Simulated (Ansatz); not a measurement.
Consider the formal exchange of groups at a C–C bond: `CC1=CCCO1` + `F[SiH2]S[SiH3]` → `C[SiH2]S[SiH2]F` + `C1=COCC1`.

Calculated with Ansatz (gas phase, PBE0-D4/def2-TZVP geometries, no zero-point term in ΔE). CCSD(T)/CBS is the MP2 limit (def2-TZVPP, def2-QZVPP) plus CCSD(T) − MP2 in def2-TZVPP, frozen cores. This one scheme is used for every species. DFT in def2-TZVPP. HSE06 is defined as in plane-wave codes. Each species was taken in one conformer, which may not be the lowest.

| level | ΔE (kJ/mol) |
| --- | --- |
| PBE0-D4 | -24.6 |
| r2SCANh-D4 | -25.7 |
| HSE06-D4 | -24.7 |
| CAM-B3LYP-D4 | -23.0 |
| BLYP | -23.5 |
| MP2/def2-SVP | -14.0 |
| MP2/def2-QZVPP | -25.4 |
| SCS-MP2/def2-QZVPP | -23.2 |

**Question.** What does CCSD(T)/CBS give? (An estimate is asked.)

**Answer.** Ansatz gave: -25.5 kJ/mol. The listed levels differ from it by 0.9, -0.2, 0.8, 2.5, 2.0, 11.5, 0.1, 2.3 kJ/mol.

Largest T1 diagnostic among the species: 0.012.

At CCSD(T), def2-SVP lies +13.2 kJ/mol from the extrapolated value and def2-TZVPP +1.9 kJ/mol. Leaving LDA and LC-ωPBE aside and taking each functional with its dispersion term where it has one, the values, not all of them listed here, spread over 3.3 kJ/mol, from ωB97M-V to CAM-B3LYP-D4. LDA lies +3.8 kJ/mol from PBE without D4.
